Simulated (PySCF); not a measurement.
## How methods differ on the excitation energy of As

As [Ar] 3d10 4s2 4p3 (4S) → As [Ar] 3d10 4s1 4p4 (4P), as a difference of total energies. Computed with PySCF 2.14 in x2c-TZVPPall with one added diffuse shell each of s, p, d type (7s6p5d1f, 57 functions), with scalar relativity by spin-free X2C-1e. Correlated levels: valence: [Ar] 3d10 frozen; valence and next inner shell: [Ne] frozen. The calculations carry no spin-orbit coupling.

```tsv
method	excitation energy (eV)
UHF	8.639
LDA	9.283
PBE	9.133
PBE0	9.074
r2SCAN	8.832
PBEsol	9.108
BHandHLYP	9.139
HSE06	9.114
wB97X	9.439
MP2 (valence)	8.728
SCS-MP2 (valence)	8.743
MP2 (valence and next inner shell)	8.872
SCS-MP2 (valence and next inner shell)	8.856
```

**Question.** How much does correlation contribute at MP2 (valence and next inner shell)?

**Answer.** 8.872 − (8.639) = 0.233 eV, measured against UHF.

A first-order spin-orbit estimate (lowest level to lowest level, LS coupling) adds -0.090 eV.
